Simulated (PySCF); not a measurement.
Al(F)(NHMe)(OH) (CH5AlFNO), SMILES C[NH][Al]([OH])[F].

The structure is a stationary point at r2SCAN-D4/def2-SVP. The structure was generated by enumeration; whether it is a known compound was not checked. The values are those of a single conformer.

Method: B3LYP/def2-TZVP in PySCF.

Gas-phase values at a fixed geometry.

Computed frontier levels, gap, dipole moment and polarisability:
```yaml
highest_occupied_level: -6.66 eV
lowest_empty_level: -0.69 eV
orbital_gap: 5.96 eV
dipole_moment: 0.83 D
quadrupole, principal values (traceless, Buckingham form, about the centre of nuclear charge): -10.08, 0.93, 9.15 D·Å
mean_static_polarisability: 45.3 bohr³ (6.71 Å³)
polarisability_principal_values: 38.9, 43.3, 53.7 bohr³
```
